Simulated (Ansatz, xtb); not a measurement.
Relaxing a trial structure of CH3InSn

The starting geometry of this gas-phase singlet was built from a drawn formula by distance geometry; its bonds are those of `[CH]#[Sn][InH2]`.

```xyz
6

C    -0.4655   -1.4869   -2.1872
In    1.9543   -2.2898    1.4908
Sn    0.5545   -1.7786   -0.6893
H    -1.0445   -1.3002   -2.9920
H     2.7669   -0.8820    2.3733
H     1.5376   -3.3067    2.7228
```

Problem. Where would you expect an optimisation with r2SCAN-D4/def2-SVP to take it?

Solution. A new bond forms, giving a structure given below by its coordinates. Distances that change by over a tenth: In2–Sn3 (2.64 → 3.20 Å). Contacts that close: C1–In2 (4.48 → 2.16 Å).

The energy falls by 2.63 eV over 26 steps:

```
step  E − E(last) (eV)
   1             2.635
   4             1.996
   7             1.874
   9             1.741
  12             1.691
  15             1.579
  18             1.030
  20             0.247
  23             0.011
  26             0.000
```

Final geometry (Å):

```json
{"atom": "C", "x (Å)": "0.1988", "y (Å)": "-1.6164", "z (Å)": "-0.8801"}
{"atom": "In", "x (Å)": "1.3303", "y (Å)": "-2.2432", "z (Å)": "0.8475"}
{"atom": "Sn", "x (Å)": "0.5956", "y (Å)": "0.3276", "z (Å)": "-0.9194"}
{"atom": "H", "x (Å)": "-0.3346", "y (Å)": "-2.4472", "z (Å)": "-1.3601"}
{"atom": "H", "x (Å)": "2.2699", "y (Å)": "-1.1432", "z (Å)": "1.8017"}
{"atom": "H", "x (Å)": "1.2433", "y (Å)": "-3.9218", "z (Å)": "1.2288"}
```

From the same start GFN2-xTB reaches the same bonding as this run.

No frequencies were run, so the end isn't proven a minimum. Atoms past krypton carry core potentials, without spin–orbit terms. Run with Ansatz 0.2.0, 2.9 min on 1 thread of AMD EPYC (Zen 3), on a shared host.
